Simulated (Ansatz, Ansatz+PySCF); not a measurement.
```yaml
atoms:
  - { symbol: O, position_ang: [0.0000, 0.2105, -1.4740] }
  - { symbol: P, position_ang: [0.0000, -0.4210, 0.0000] }
  - { symbol: O, position_ang: [0.0000, 0.2105, 1.4740] }
```

Basis set: def2-SVP (spherical functions). Frozen core: 7 orbitals. Correlation on ROHF uses semicanonical orbitals with singles. Charge 0, multiplicity 2.

Computed with Ansatz (development build ahead of 0.2.0); each method stands on the lowest determinant of its kind that the runs found.

The atomization energy at this shape (free ground-state atoms in the same class of orbitals less the molecule, no zero-point energy) of doublet PO₂:

| method | atomization energy |
| --- | --- |
| UHF-MP2 | 8.64 eV |
| UHF-CCSD(T) | 8.71 eV |
| ROHF | 2.99 eV |

Problem. What does ROHF-MP2 give?

Solution. 8.59 eV. Caution: the shape is not the minimum. Caution for UHF-MP2, UHF-CCSD(T): the determinant may break the point group; the unrestricted determinant is spin contaminated. Caution for ROHF-MP2: a plain start can end on a higher determinant. Caution for UHF-CCSD(T): another reference gives a lower total.
